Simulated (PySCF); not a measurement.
## C (carbon, neutral) across methods

[He] 2s2 2p2, high-spin 3P determinant. Computed with PySCF 2.14 in aug-cc-pCVTZ-DK, with scalar relativity by spin-free X2C-1e. The B2PLYP total includes its PT2 part (frozen core); its orbital energies are those of the SCF part.

```csv
method,E (hartree),mean ε 2s α (eV),mean ε 2s β (eV),mean ε 2p α (eV),Σ⟨r²⟩ (bohr²),⟨S²⟩
LDA,-37.4831,-14.384,-11.889,-6.124,14.30,2.003
r2SCAN,-37.8483,-15.233,-11.961,-6.569,13.94,2.007
PBE,-37.8122,-14.454,-11.915,-6.093,14.22,2.003
r2SCANh,-37.8486,-15.997,-12.469,-7.144,13.90,2.007
PBE0,-37.8208,-16.622,-13.259,-7.645,14.00,2.004
UHF,-37.70681,-22.589,-15.906,-11.938,13.78,2.010
TPSSh,-37.8770,-15.753,-12.515,-6.878,13.97,2.005
wB97M-V,-37.8614,-18.913,-16.022,-9.806,14.26,2.002
B2PLYP,-37.8429,-18.701,-14.375,-9.163,13.91,2.006
```
